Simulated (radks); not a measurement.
P X, configuration [He] 2s1.75 2p2 3d0.25 (fractional occupations, a model configuration). All-electron calculation, Dirac Kohn-Sham, PBE, spin-unpolarised, spherical densities, finite nucleus; open shells are shared between the two j in proportion to 2j + 1; Fermi nuclear charge, rms radius 3.1889 fm. Program: a radial shooting solver on a logarithmic mesh with Libxc functionals.

Radial electron density D(r) = 4 pi r^2 rho(r):

| r (bohr) | D(r) (e/bohr) |
|---|---|
| 0.01014 | 2.158 |
| 0.01269 | 3.120 |
| 0.01587 | 4.426 |
| 0.01986 | 6.130 |
| 0.02484 | 8.240 |
| 0.03083 | 10.58 |
| 0.03858 | 13.10 |
| 0.04826 | 15.32 |
| 0.06038 | 16.69 |
| 0.07554 | 16.68 |
| 0.0945 | 15.05 |
| 0.1173 | 12.31 |
| 0.1467 | 9.277 |
| 0.1836 | 7.336 |
| 0.2297 | 7.179 |
| 0.2873 | 8.212 |
| 0.3595 | 8.827 |
| 0.4497 | 7.740 |
| 0.5582 | 5.279 |
| 0.6983 | 2.644 |
| 0.8736 | 1.019 |
| 1.093 | 0.3687 |
| 1.367 | 0.1495 |
| 1.711 | 0.05243 |
| 2.123 | 0.01213 |
| 2.656 | 0.001353 |

D(r) has 2 maxima, at r = 0.0675, 0.354 bohr, and minima at 0.209 bohr, inside which lie 2.23 electrons.
